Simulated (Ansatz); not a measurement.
Ansatz (a first-principles code) input (B3LYP-D3(BJ)/def2-TZVP):

Ansatz 0.2 input:
```yaml
crystal:
  periodic: [false, false, false]
  atoms:
    - {symbol: In, position_ang: [-0.00000000, -0.00000000, -1.59217154]}
    - {symbol: I, position_ang: [0.00000000, 0.00000000, 1.47200765]}
basis:
  gaussian:
    orbitals: def2-TZVP
hamiltonian:
  xc: b3lyp
  dispersion: d3bj
total_charge: -1
magnetization: {spin_polarized: true, initial_magnetization: 1}
phonons: {temperatures: {t_min: 298.15, t_max: 298.15, t_step: 100}}
```

Output:

```
Functional definition: B3LYP
integrals: 0.03 GiB planned
876 factors; their error is unknown
mean field: 0.43 GiB planned
mean field evaluation 1: about -13280.7591 eV, gradient 1.6e1 eV
mean field evaluation 2: about -13280.1659 eV, gradient 2.0e1 eV
mean field evaluation 4: about -13282.0757 eV, gradient 5.2e-1 eV
mean field evaluation 8: about -13282.3468 eV, gradient 6.3e-2 eV
mean field evaluation 16: about -13282.2917 eV, gradient 2.3e0 eV
mean field -13282.34680568 eV, -488.1172420108 hartree, gradient 2.7e-5 eV, S^2 0.752075; 2 other end points of the search recorded, 0 dependent functions left out
the calculation of the forces begins
reference -13282.34698637 eV, -488.1172486511 hartree; 24, 23 occupied and 76, 77 virtual orbitals, 876 factors
these checks for a lower state are left out or cut short: stability, starts, cluster_reference, orbital_swaps, neighbouring_geometries, increment
integrals: 0.03 GiB planned
876 factors; their error is unknown
mean field: 0.43 GiB planned
mean field evaluation 32: about -13282.3468 eV, gradient 2.4e-4 eV
mean field -13282.34680569 eV, -488.1172420112 hartree, gradient 1.7e-6 eV, S^2 0.752075; 0 other end points of the search recorded, 0 dependent functions left out
the calculation of the forces begins
reference -13282.34698639 eV, -488.1172486515 hartree; 24, 23 occupied and 76, 77 virtual orbitals, 876 factors
these checks for a lower state are left out or cut short: stability, starts, cluster_reference, orbital_swaps, neighbouring_geometries, increment
integrals: 0.03 GiB planned
876 factors; their error is unknown
mean field: 0.43 GiB planned
mean field -13282.34680569 eV, -488.1172420112 hartree, gradient 1.7e-6 eV, S^2 0.752075; 0 other end points of the search recorded, 0 dependent functions left out
the calculation of the forces begins
reference -13282.34698639 eV, -488.1172486515 hartree; 24, 23 occupied and 76, 77 virtual orbitals, 876 factors
these checks for a lower state are left out or cut short: stability, starts, cluster_reference, orbital_swaps, neighbouring_geometries, increment
integrals: 0.03 GiB planned
876 factors; their error is unknown
mean field: 0.43 GiB planned
mean field -13282.34680569 eV, -488.1172420112 hartree, gradient 2.3e-6 eV, S^2 0.752075; 0 other end points of the search recorded, 0 dependent functions left out
the calculation of the forces begins
reference -13282.34698639 eV, -488.1172486515 hartree; 24, 23 occupied and 76, 77 virtual orbitals, 876 factors
these checks for a lower state are left out or cut short: stability, starts, cluster_reference, orbital_swaps, neighbouring_geometries, increment
integrals: 0.03 GiB planned
876 factors; their error is unknown
mean field: 0.43 GiB planned
mean field -13282.34680569 eV, -488.1172420112 hartree, gradient 2.3e-6 eV, S^2 0.752075; 0 other end points of the search recorded, 0 dependent functions left out
the calculation of the forces begins
reference -13282.34698639 eV, -488.1172486515 hartree; 24, 23 occupied and 76, 77 virtual orbitals, 876 factors
these checks for a lower state are left out or cut short: stability, starts, cluster_reference, orbital_swaps, neighbouring_geometries, increment
integrals: 0.03 GiB planned
876 factors; their error is unknown
mean field: 0.43 GiB planned
mean field evaluation 64: about -13282.3468 eV, gradient 2.4e-4 eV
mean field -13282.34677169 eV, -488.1172407617 hartree, gradient 2.3e-6 eV, S^2 0.752076; 0 other end points of the search recorded, 0 dependent functions left out
the calculation of the forces begins
reference -13282.34695235 eV, -488.1172474008 hartree; 24, 23 occupied and 76, 77 virtual orbitals, 876 factors
these checks for a lower state are left out or cut short: stability, starts, cluster_reference, orbital_swaps, neighbouring_geometries, increment
integrals: 0.03 GiB planned
876 factors; their error is unknown
mean field: 0.43 GiB planned
mean field -13282.34682450 eV, -488.1172427024 hartree, gradient 2.3e-6 eV, S^2 0.752075; 0 other end points of the search recorded, 0 dependent functions left out
the calculation of the forces begins
reference -13282.34700522 eV, -488.1172493437 hartree; 24, 23 occupied and 76, 77 virtual orbitals, 876 factors
these checks for a lower state are left out or cut short: stability, starts, cluster_reference, orbital_swaps, neighbouring_geometries, increment
integrals: 0.03 GiB planned
876 factors; their error is unknown
mean field: 0.43 GiB planned
mean field -13282.34680569 eV, -488.1172420112 hartree, gradient 1.7e-6 eV, S^2 0.752075; 0 other end points of the search recorded, 0 dependent functions left out
the calculation of the forces begins
reference -13282.34698639 eV, -488.1172486515 hartree; 24, 23 occupied and 76, 77 virtual orbitals, 876 factors
these checks for a lower state are left out or cut short: stability, starts, cluster_reference, orbital_swaps, neighbouring_geometries, increment
integrals: 0.03 GiB planned
876 factors; their error is unknown
mean field: 0.43 GiB planned
mean field -13282.34680569 eV, -488.1172420112 hartree, gradient 1.7e-6 eV, S^2 0.752075; 0 other end points of the search recorded, 0 dependent functions left out
the calculation of the forces begins
reference -13282.34698639 eV, -488.1172486515 hartree; 24, 23 occupied and 76, 77 virtual orbitals, 876 factors
these checks for a lower state are left out or cut short: stability, starts, cluster_reference, orbital_swaps, neighbouring_geometries, increment
integrals: 0.03 GiB planned
876 factors; their error is unknown
mean field: 0.43 GiB planned
mean field evaluation 96: about -13282.3468 eV, gradient 2.4e-4 eV
mean field -13282.34680569 eV, -488.1172420112 hartree, gradient 2.3e-6 eV, S^2 0.752075; 0 other end points of the search recorded, 0 dependent functions left out
the calculation of the forces begins
reference -13282.34698639 eV, -488.1172486515 hartree; 24, 23 occupied and 76, 77 virtual orbitals, 876 factors
these checks for a lower state are left out or cut short: stability, starts, cluster_reference, orbital_swaps, neighbouring_geometries, increment
integrals: 0.03 GiB planned
876 factors; their error is unknown
mean field: 0.43 GiB planned
mean field -13282.34680569 eV, -488.1172420112 hartree, gradient 2.3e-6 eV, S^2 0.752075; 0 other end points of the search recorded, 0 dependent functions left out
the calculation of the forces begins
reference -13282.34698639 eV, -488.1172486515 hartree; 24, 23 occupied and 76, 77 virtual orbitals, 876 factors
these checks for a lower state are left out or cut short: stability, starts, cluster_reference, orbital_swaps, neighbouring_geometries, increment
integrals: 0.03 GiB planned
876 factors; their error is unknown
mean field: 0.43 GiB planned
mean field -13282.34682450 eV, -488.1172427024 hartree, gradient 2.3e-6 eV, S^2 0.752075; 0 other end points of the search recorded, 0 dependent functions left out
the calculation of the forces begins
reference -13282.34700522 eV, -488.1172493437 hartree; 24, 23 occupied and 76, 77 virtual orbitals, 876 factors
these checks for a lower state are left out or cut short: stability, starts, cluster_reference, orbital_swaps, neighbouring_geometries, increment
integrals: 0.03 GiB planned
876 factors; their error is unknown
mean field: 0.43 GiB planned
mean field -13282.34677169 eV, -488.1172407617 hartree, gradient 2.3e-6 eV, S^2 0.752076; 0 other end points of the search recorded, 0 dependent functions left out
the calculation of the forces begins
reference -13282.34695235 eV, -488.1172474008 hartree; 24, 23 occupied and 76, 77 virtual orbitals, 876 factors
Total energy: -13282.45987946 eV, -488.1213973954 hartree
Atom 0 at    -0.000000    -0.000000    -1.592172 Å, force    -0.000000     0.000000    -0.000021 eV/Å
Atom 1 at     0.000000     0.000000     1.472008 Å, force    -0.000000    -0.000000     0.000021 eV/Å
Dipole moment:     0.000000    -0.000000    -0.091926 e Å
Vibrations: 105.14 cm⁻¹, zero-point energy 0.006518 eV
```
